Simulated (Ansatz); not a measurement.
Task: Name a neutral molecule of C, O, Si and H with HOMO energy (PBE0/def2-TZVPP) between -6.20 and -5.90 eV and HOMO energy (B3LYP/def2-TZVPP) between -5.95 and -5.65 eV (Ansatz, PBE0-D4/def2-TZVP geometry).

Result: `[SiH3]C1OC=CO1` (-5.93 eV, -5.74 eV). Other molecules can fit too; these were computed, each in one conformer that needn't be the lowest.

B3LYP here is the variant with VWN-RPA as its local correlation; programs differ in this.
